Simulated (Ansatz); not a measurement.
A nudged elastic band was laid between two geometries of CH5AlINO (10 atoms, charge 0, multiplicity 1).

All numbers below come from RKS revPBE/def2-SVP in Ansatz.

| Item | Value |
| --- | --- |
| movable images | 7 |
| climbing image | yes |
| spring | 5.0 eV/Å² |
| optimiser | quadratic models (default) |
| start path | through a guess of the saddle point |
| force threshold | 0.03 eV/Å |
| iteration limit | 60 |
| end points | relaxed |

First end point:

```xyz
10
Properties=species:S:1:pos:R:3
N -1.400 -0.924 -0.728
Al 0.118 -0.434 0.084
O 1.406 -1.535 0.426
C 0.381 1.412 0.728
I 1.272 2.464 -1.013
H -2.154 -0.279 -0.977
H -1.604 -1.848 -1.114
H 1.458 -2.440 0.085
H -0.522 2.001 0.975
H 1.128 1.531 1.536
```

Last end point:

```xyz
10
Properties=species:S:1:pos:R:3
N -1.575 -0.918 -0.684
Al 0.023 -0.510 -0.002
O 1.180 -1.793 0.060
C 0.366 1.314 0.690
I 1.739 2.215 -0.804
H -1.803 -1.821 -1.107
H -2.381 -0.293 -0.740
H 2.124 -1.641 0.221
H -0.503 2.000 0.719
H 0.914 1.395 1.649
```

**Question.** Which bonds break or form, and what moves?

**Answer.** No bond is made or broken. The height of N1 over the plane of its neighbours goes from 0.04 to -0.01 Å.

**Question.** What energy profile does the band end with?

**Answer.** The run converged. The highest image is number 2 of 0 to 8, 18.4 kJ/mol above the first end and 19.6 kJ/mol above the last; the last end lies 1.2 kJ/mol below the first. The profile has 2 maxima (images 2, 6) with wells between them (image 4): this band takes more than one step, which may be the mechanism or a detour left from its start path. A vibrational analysis at the climbing image gives one clearly imaginary mode, 236i cm⁻¹: a first-order saddle point.

| image | path coordinate (Å) | energy (kJ/mol) | height of N1 over the plane of its neighbours (Å) |
| --- | --- | --- | --- |
| 0 | 0.00 | 0.0 | 0.04 |
| 1 | 0.92 | 8.9 | 0.13 |
| 2 | 1.84 | 18.4 | 0.23 |
| 3 | 2.49 | 13.2 | 0.13 |
| 4 | 3.14 | 3.0 | -0.01 |
| 5 | 3.79 | 4.3 | -0.05 |
| 6 | 4.44 | 4.9 | -0.07 |
| 7 | 5.10 | -0.6 | -0.04 |
| 8 | 5.75 | -1.2 | -0.01 |

**Question.** What is the geometry of the highest image?

**Answer.** 
```xyz
10
Properties=species:S:1:pos:R:3
N -1.344 -1.022 -0.811
Al 0.101 -0.437 0.114
O 1.358 -1.524 0.601
C 0.406 1.405 0.756
I 1.201 2.138 -1.205
H -2.271 -1.053 -0.374
H -1.472 -0.778 -1.798
H 1.325 -2.440 0.280
H -0.449 2.073 0.967
H 1.228 1.587 1.475
```

Run time: 11 min on 2 threads of Arm Neoverse V1 (shared host), peak memory 0.17 GiB.
